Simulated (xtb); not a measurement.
AlCl$_{4}$, charge -1, singlet, at a GFN2-xTB geometry (such geometries of metal compounds can be far from the true shape); GFN0-xTB in xtb 6.7.1.

Here is a job for xtb.
```
$ xtb mol.xyz --gfn 0 --chrg -1 --opt --json

# file mol.xyz
5

Cl    -1.65839443    -0.37089430    -1.25730454
Al     0.00000000     0.00000000     0.00000000
Cl     0.00812152     2.03452580     0.57383638
Cl     1.78590719    -0.44613033    -1.03930391
Cl    -0.13563427    -1.21750117     1.72277208
```

Q: Write the output that xtb gives for this input, abridged.

A: 
```
   ID    Z sym.   atoms
    1   17 Cl     1, 3-5
    2   13 Al     2

           -------------------------------------------------
          |                Calculation Setup                |
           -------------------------------------------------

           -------------------------------------------------
          |                 G F N 0 - x T B                 |
           -------------------------------------------------

          ...................................................
          :                      SETUP                      :
          :.................................................:
          :  # basis functions                  50          :
          :  # atomic orbitals                  45          :
          :  # shells                           15          :
          :  # electrons                        32          :
          :  electronic temp.          300.0000000     K    :
          :  accuracy                    1.0000000          :
          :  -> integral cutoff          0.2500000E+02      :
          :  -> integral neglect         0.1000000E-07      :
          ...................................................

         :::::::::::::::::::::::::::::::::::::::::::::::::::::
         ::                     SUMMARY                     ::
         :::::::::::::::::::::::::::::::::::::::::::::::::::::
         :: total energy             -20.073471898880 Eh    ::
         :: gradient norm              0.031859423841 Eh/a0 ::
         :: HOMO-LUMO gap              8.378491175408 eV    ::
         ::.................................................::
         :: H0 energy                -18.824684519949 Eh    ::
         :: repulsion energy           0.026399609628 Eh    ::
         :: electrostat energy        -1.272933827001 Eh    ::
         :: -> Gsolv                   0.000000000000 Eh    ::
         ::    -> Gsasa                0.000000000000 Eh    ::
         ::    -> Gshift               0.000000000000 Eh    ::
         :: dispersion energy         -0.002253161558 Eh    ::
         :: short-range corr.          0.000000000000 Eh    ::
         :: add. restraining           0.000000000000 Eh    ::
         :: total charge              -1.000000000000 e     ::
         :::::::::::::::::::::::::::::::::::::::::::::::::::::

      -----------------------------------------------------------
     |                   =====================                   |
     |                        A N C O P T                        |
     |                   =====================                   |
     |               Approximate Normal Coordinate               |
     |                Rational Function Optimizer                |
      -----------------------------------------------------------
      -----------------------------------------------------------
     |                   =====================                   |
     |                        A N C O P T                        |
     |                   =====================                   |
     |               Approximate Normal Coordinate               |
     |                Rational Function Optimizer                |
      -----------------------------------------------------------

          ...................................................
          :                      SETUP                      :
          :.................................................:
          :   optimization level            normal          :
          :   max. optcycles                   200          :
          :   ANC micro-cycles                  20          :
          :   degrees of freedom                 9          :
          :.................................................:
          :   RF solver                   davidson          :
          :   write xtbopt.log                true          :
          :   linear?                        false          :
          :   energy convergence         0.5000000E-05 Eh   :
          :   grad. convergence          0.1000000E-02 Eh/α :
          :   maxmium RF displ.          1.0000000          :
          :   Hlow (freq-cutoff)         0.1000000E-01      :
          :   Hmax (freq-cutoff)         5.0000000          :
          :   S6 in model hess.         20.0000000          :
          ...................................................

generating ANC from exact Hessian ...
Using Lindh-Hessian (1995)
 Shifting diagonal of input Hessian by    7.9228503924603354E-003
 Lowest  eigenvalues of input Hessian
    0.000000    0.000000    0.000000    0.000000    0.000000    0.000000
    0.010000    0.010000    0.011338    0.011338    0.011338    0.126724
    0.283847    0.283847    0.283847
 Highest eigenvalues
    0.011338    0.011338    0.126724    0.283847    0.283847    0.283847

........................................................................
.............................. CYCLE    1 ..............................
........................................................................
 * total energy  :   -20.0734719 Eh     change        0.0000000E+00 Eh
   gradient norm :     0.0318594 Eh/α   predicted     0.0000000E+00 (   0.00%)
   displ. norm   :     0.2372563 α      lambda       -0.7558848E-02
   maximum displ.:     0.2372563 α      in ANC's #6, #7, #2, ...

........................................................................
.............................. CYCLE    2 ..............................
........................................................................
 * total energy  :   -20.0775163 Eh     change       -0.4044385E-02 Eh
   gradient norm :     0.0038495 Eh/α   predicted    -0.3992170E-02 (  -1.29%)
   displ. norm   :     0.0325724 α      lambda       -0.1253836E-03
   maximum displ.:     0.0325724 α      in ANC's #6, #2, #4, ...

........................................................................
.............................. CYCLE    3 ..............................
[...]
 * total energy  :   -20.0775901 Eh     change       -0.7386372E-04 Eh
 * total energy  :   -20.0775923 Eh     change       -0.2142145E-05 Eh
   *** GEOMETRY OPTIMIZATION CONVERGED AFTER 4 ITERATIONS ***
[...]
          :                      SETUP                      :
          :.................................................:
          :  # basis functions                  50          :
          :  # atomic orbitals                  45          :
          :  # shells                           15          :
          :  # electrons                        32          :
          :  electronic temp.          300.0000000     K    :
          :  accuracy                    1.0000000          :
          :  -> integral cutoff          0.2500000E+02      :
          :  -> integral neglect         0.1000000E-07      :
          ...................................................

         :::::::::::::::::::::::::::::::::::::::::::::::::::::
         ::                     SUMMARY                     ::
         :::::::::::::::::::::::::::::::::::::::::::::::::::::
         :: total energy             -20.077592289951 Eh    ::
         :: gradient norm              0.000321352563 Eh/a0 ::
         :: HOMO-LUMO gap              7.479124580577 eV    ::
         ::.................................................::
         :: H0 energy                -18.817783994398 Eh    ::
         :: repulsion energy           0.016049572571 Eh    ::
         :: electrostat energy        -1.273629368809 Eh    ::
         :: -> Gsolv                   0.000000000000 Eh    ::
         ::    -> Gsasa                0.000000000000 Eh    ::
         ::    -> Gshift               0.000000000000 Eh    ::
         :: dispersion energy         -0.002228499315 Eh    ::
         :: short-range corr.          0.000000000000 Eh    ::
         :: add. restraining           0.000000000000 Eh    ::
         :: total charge              -1.000000000000 e     ::
         :::::::::::::::::::::::::::::::::::::::::::::::::::::

           -------------------------------------------------
          |                Property Printout                |
           -------------------------------------------------

    * Orbital Energies and Occupations

         #    Occupation            Energy/Eh            Energy/eV
      -------------------------------------------------------------
         1        2.0000           -0.9771517             -26.5897
       ...           ...                  ...                  ...
         4        2.0000           -0.9759713             -26.5575
         5        2.0000           -0.4933158             -13.4238
         6        2.0000           -0.4745404             -12.9129
         7        2.0000           -0.4745404             -12.9129
         8        2.0000           -0.4745404             -12.9129
         9        2.0000           -0.4559745             -12.4077
        10        2.0000           -0.4559745             -12.4077
        11        2.0000           -0.4457630             -12.1298
        12        2.0000           -0.4457630             -12.1298
        13        2.0000           -0.4457630             -12.1298
        14        2.0000           -0.4450968             -12.1117
        15        2.0000           -0.4450968             -12.1117
        16        2.0000           -0.4450968             -12.1117 (HOMO)
        17                         -0.1702441              -4.6326 (LUMO)
        18                         -0.0980040              -2.6668
        19                         -0.0980040              -2.6668
        20                         -0.0980040              -2.6668
        21                         -0.0794075              -2.1608
        22                         -0.0794075              -2.1608
        23                         -0.0647447              -1.7618
        24                         -0.0647447              -1.7618
        25                         -0.0647447              -1.7618
        26                         -0.0622179              -1.6930
        27                         -0.0622179              -1.6930
       ...                                ...                  ...
        45                          1.0062672              27.3819
      -------------------------------------------------------------
                  HL-Gap            0.2748528 Eh            7.4791 eV
             Fermi-level            0.0000000 Eh            0.0000 eV

     #   Z          covCN         q      C6AA      α(0)
     1  17 Cl       0.764    -0.339   107.840    15.873
     2  13 Al       3.055     0.357   137.752    22.855
     3  17 Cl       0.764    -0.339   107.840    15.873
     4  17 Cl       0.764    -0.339   107.840    15.873
     5  17 Cl       0.764    -0.339   107.840    15.873

 Mol. C6AA /au·bohr⁶  :       2807.418122
 Mol. C8AA /au·bohr⁸  :     144903.240083
 Mol. α(0) /au        :         86.345669

Wiberg/Mayer (AO) data.
largest (>0.10) Wiberg bond orders for each atom

 ---------------------------------------------------------------------------
     #   Z sym  total        # sym  WBO       # sym  WBO       # sym  WBO
 ---------------------------------------------------------------------------
     1  17 Cl   0.771 --     2 Al   0.703
     2  13 Al   2.811 --     1 Cl   0.703     5 Cl   0.703     3 Cl   0.703
                             4 Cl   0.703
     3  17 Cl   0.771 --     2 Al   0.703
     4  17 Cl   0.771 --     2 Al   0.703
     5  17 Cl   0.771 --     2 Al   0.703
 ---------------------------------------------------------------------------

Topologies differ in total number of bonds
Writing topology from bond orders to xtbtopo.mol

 dipole moment from electron density (au)
     X       Y       Z
  -0.0000  -0.0000  -0.0000  total (Debye):    0.000

optimized geometry written to: xtbopt.xyz

           -------------------------------------------------
          | TOTAL ENERGY              -20.077592289951 Eh   |
          | GRADIENT NORM               0.000321352563 Eh/α |
          | HOMO-LUMO GAP               7.479124580577 eV   |
           -------------------------------------------------

normal termination of xtb
```
